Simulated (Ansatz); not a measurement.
Gas-phase electronic energies from Ansatz, PBE0-D4/def2-TZVP geometries. CCSD(T)/CBS adds triple-zeta CCSD(T) − MP2 to the extrapolated MP2 energy (def2 sets, frozen cores). DFT in def2-TZVPP. def2 core potentials past Kr. For Ta outer-core shells are correlated without core-valence functions, which leaves a few kJ/mol of doubt a bond. Each species was taken in one conformer, which may not be the lowest.

`C[SiH2]SS` + `[NH2][Ta]([F])(=[S])[Cl]` → `N[SiH2]SS` + `[CH3][Ta]([F])(=[S])[Cl]`  (redistribution)

```tsv
level	ΔE (kJ/mol)	difference from CCSD(T)/CBS
ωB97X-V	57.3	3.7
ωB97M-V	54.6	1.0
B2PLYP	56.0	2.4
BLYP	56.6	3.0
r2SCAN0	54.8	1.2
BHLYP	53.8	0.2
MP2/def2-SVP	69.4	15.8
CCSD/def2-TZVPP	54.1	0.5
CCSD(T)/def2-TZVPP	55.6	2.0
CCSD/CBS(def2)	52.1	-1.5
CCSD(T)/CBS	53.6	0
```

Largest T1 diagnostic among the species: 0.020.

Leaving LDA and LC-ωPBE aside and taking each functional with its dispersion term where it has one, the values, not all of them listed here, spread over 5.5 kJ/mol, from BHLYP-D4 to revPBE-D4. In def2-TZVPP, CCSD(T) changes the Hartree–Fock value by +3.7 kJ/mol (the triples alone add +1.5 kJ/mol) and MP2 by +3.9 kJ/mol.
